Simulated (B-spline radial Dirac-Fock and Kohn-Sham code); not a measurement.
# K-line shifts caused by a second vacancy in Ce

System: atomic cerium, configuration [Xe] 4f3 5d1 (an excited configuration).

Input of the calculation (task.json; shells as n, l, electrons):

```json
{"items": [{
  "Z": 58,
  "q": 0,
  "cfg": [[1, 0, 2], [2, 0, 2], [2, 1, 6], [3, 0, 2], [3, 1, 6], [3, 2, 10], [4, 0, 2], [4, 1, 6], [4, 2, 10], [4, 3, 3], [5, 0, 2], [5, 1, 6], [5, 2, 1]],
  "A": 140,
  "rrms": 4.8771,
  "do": ["binding", "quiet", "double"]
}]}
```

Launch: `python xray_run.py task.json out`

Model: multi-electron Dirac-Fock with separately optimised hole states, Breit and Lamb-shift corrections added in first order. Program: a radial atomic solver. Each two-hole energy is an average over J within one jj subconfiguration, not an observable level; in light atoms, where LS coupling holds, the j-resolved values are not observed lines, and for a K spectator the Kα1 hypersatellite is nearly forbidden. The model has no electron correlation.

Lines without a spectator: Kα2 (K-L2) 34277.3 eV, Kα1 (K-L3) 34718.5 eV, Kβ3 (K-M2) 39168.7 eV, Kβ1 (K-M3) 39257.2 eV. Shifts in eV with one spectator hole (a dash: not computed, or left out as unreliable):

```
spectator hole     Kα2     Kα1     Kβ3     Kβ1
        K (1s)  +697.0  +727.8  +894.4  +901.2
    L2 (2p1/2)   +81.0  +104.1       –  +213.5
    L3 (2p3/2)   +73.3   +75.5  +180.4       –
    M2 (3p1/2)       –  +13.81  +29.84   +35.7
    M3 (3p3/2)   +9.31       –  +28.88  +28.52
    M4 (3d3/2)   +2.47   -0.65       –       –
    M5 (3d5/2)   -1.49   +1.10       –       –
```

With n spectator holes in 2p, averaged over the 2p shell (energies in eV):

| n | KαLⁿ | step | hypersatellite KαʰLⁿ |
| --- | --- | --- | --- |
| 0 | 34571.4 | – | 35289.0 |
| 1 | 34654.3 | +82.9 | 35373.4 |
| 2 | 34738.5 | +84.2 | 35459.2 |
| 3 | 34824.1 | +85.5 | 35546.4 |
| 4 | 34911.0 | +86.9 | 35634.9 |
| 5 | 34999.3 | +88.3 | 35724.8 |
